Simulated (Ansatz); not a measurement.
Consider the redistribution: `C[BH][GeH2][SiH3]` + `NC[S][GeH3]` → `CB[S][GeH3]` + `N[CH2][GeH2][SiH3]`.

Computed with Ansatz on PBE0-D4/def2-TZVP structures; ΔE is electronic, products minus reactants. CBS: MP2 limit from def2 TZ/QZ plus the TZ coupled-cluster correction, frozen cores. Functionals use def2-TZVPP. For Ge outer-core shells are correlated without core-valence functions, which leaves a few kJ/mol of doubt a bond. Scalar relativity is left out up to krypton. Each species was taken in one conformer, which may not be the lowest.

Task: Is it downhill or uphill in electronic energy at CCSD(T)/CBS, and by how much? (Best estimate.)

Result: The calculation gave: Downhill: ΔE = -112.3 kJ/mol.

Task: What do these levels give: ωB97X-V, PBE, HF/def2-TZVPP, CCSD/def2-TZVPP, SCS-MP2/def2-QZVPP, MP2/CBS(def2)? (Estimate.)

Result: The calculation gave: ωB97X-V -112.0, PBE -110.0, HF/def2-TZVPP -115.3, CCSD/def2-TZVPP -116.1, SCS-MP2/def2-QZVPP -117.0, MP2/CBS(def2) -116.9 kJ/mol.

Largest T1 diagnostic among the species: 0.013.
